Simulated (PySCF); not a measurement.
## Electron correlation in Se²⁺ (selenium, charge +2)

[Ar] 3d10 4s2 4p2, high-spin 3P determinant. All numbers are calculated (PySCF 2.14, scalar relativity through the core potential, in cc-pVTZ-PP with ECP10MDF). Frozen: 3s2 3p6 3d10; 4 electrons correlated.

MP2 pair energies summed by pair of shells (mhartree):

```
 pair  energy  share (%)
4s-4p  -35.70       62.6
4s-4s  -15.65       27.5
4p-4p   -5.63        9.9
```

Total MP2 correlation energy: -56.99 mhartree.

Same-spin part -9.32 and opposite-spin part -47.67 mhartree; SCS-MP2 scales them by 1/3 and 6/5 to -60.31 mhartree.

| level | correlation energy (mhartree) |
| --- | --- |
| CCSD | -72.94 |
| (T) | -1.49 |
| CCSD(T) | -74.43 |

Diagnostics: T1 = 0.0064, D1 = 0.0169, largest double amplitude 0.092.

Cost of the coupled-cluster step: 0.4 s of wall time on 1 thread of Intel(R) Xeon(R) Platinum 8559C (shared host), for 4 correlated electrons.

Iterations:

```
CC2 = 0
CCSD nocc = (np.int64(3), np.int64(1)), nmo = (30, 30)
frozen orbitals [[0, 1, 2, 3, 4, 5, 6, 7, 8], [0, 1, 2, 3, 4, 5, 6, 7, 8]]
max_cycle = 100
direct = 0
conv_tol = 1e-08
conv_tol_normt = 1e-06
diis_space = 8
diis_start_cycle = 0
Init t2, MP2 energy = -0.0569928523501412
Init E_corr(UCCSD) = -0.0569928523972196
cycle = 1  E_corr(UCCSD) = -0.0685563521757173  dE = -0.0115634998  norm(t1,t2) = 0.0394684
cycle = 2  E_corr(UCCSD) = -0.0714409734314985  dE = -0.00288462126  norm(t1,t2) = 0.0139281
cycle = 3  E_corr(UCCSD) = -0.0729525250462291  dE = -0.00151155161  norm(t1,t2) = 0.00590711
cycle = 4  E_corr(UCCSD) = -0.0729317174706259  dE = 2.08075756e-05  norm(t1,t2) = 0.000876298
cycle = 5  E_corr(UCCSD) = -0.0729371906851698  dE = -5.47321454e-06  norm(t1,t2) = 0.000105802
cycle = 6  E_corr(UCCSD) = -0.072936145976606  dE = 1.04470856e-06  norm(t1,t2) = 1.94676e-05
cycle = 7  E_corr(UCCSD) = -0.0729366106164511  dE = -4.64639845e-07  norm(t1,t2) = 2.25633e-06
cycle = 8  E_corr(UCCSD) = -0.0729364871119406  dE = 1.2350451e-07  norm(t1,t2) = 4.23548e-07
cycle = 9  E_corr(UCCSD) = -0.0729365024475229  dE = -1.53355823e-08  norm(t1,t2) = 7.62173e-08
cycle = 10  E_corr(UCCSD) = -0.0729365034127434  dE = -9.65220487e-10  norm(t1,t2) = 1.39748e-08
UCCSD converged
E(UCCSD) = -370.8551087654604  E_corr = -0.07293650341274335
UCCSD(T) correction = -0.00149056855488335
```
